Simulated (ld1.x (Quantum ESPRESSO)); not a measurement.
## How hard is this Cu (Z = 29) PAW potential?

Cu, PAW, made with ld1.x (Quantum ESPRESSO) 7.5 (LDA (PZ), scalar-relativistic). Core [Ar], reference 3d10 4s0 4p1. Waves: 4s (bound, empty): rcut 1.55, rcutus 1.70 bohr; 4s channel at 1.45 Ry: rcut 1.55, rcutus 1.70 bohr; 4p (bound): rcut 2.15, rcutus 2.75 bohr; 4p channel at 2.95 Ry: rcut 2.15, rcutus 2.75 bohr; 3d (bound): rcut 1.20, rcutus 1.65 bohr; 3d channel at 1.7 Ry: rcut 1.20, rcutus 1.65 bohr. Local part: all-electron potential smoothed inside 2.40 bohr (lloc = -2). Core correction: a·sin(br)/r model core, default radius (ld1.x builds one for every PAW set, though the input has nlcc=.false.). Augmentation charge: PSQ, inside the norm-conserving radii.

The pseudo-atom Hamiltonian at the reference potential is diagonalised in spherical Bessel functions j_l(qr) that vanish at 20 bohr, with q² up to the cutoff. All-electron valence levels (Ry): 4s -0.4644, 4p -0.1364, 3d -0.5441.

Problem. How do the lowest levels (Ry) of each channel move with the cutoff, and are there ghosts?

Solution.

| cutoff (Ry) | s #1 | p #1 | d #1 | f #1 | Σ f·Δε (mRy) |
| --- | --- | --- | --- | --- | --- |
| 8 | -0.4566 | -0.1363 | 0.0033 | 0.0887 | 5474.3 |
| 15 | -0.4620 | -0.1364 | -0.3640 | 0.0887 | 1800.8 |
| 25 | -0.4624 | -0.1364 | -0.5223 | 0.0887 | 218.6 |
| 45 | -0.4637 | -0.1364 | -0.5437 | 0.0887 | 4.2 |
| 60 | -0.4643 | -0.1364 | -0.5440 | 0.0887 | 1.2 |
| 90 | -0.4644 | -0.1364 | -0.5441 | 0.0887 | 0.2 |
| 400 | -0.4644 | -0.1364 | -0.5441 | 0.0887 | 0.0 |

Result: ghost state, extra bound levels that the all-electron valence spectrum of the same l lacks: s at -3.9 eV (a true bound ghost makes a file unfit for plane-wave use); 10 mRy is reached at 40 Ry and 1 mRy at 70 Ry.

Test run stopped at test 1 of 9 (negative rho).
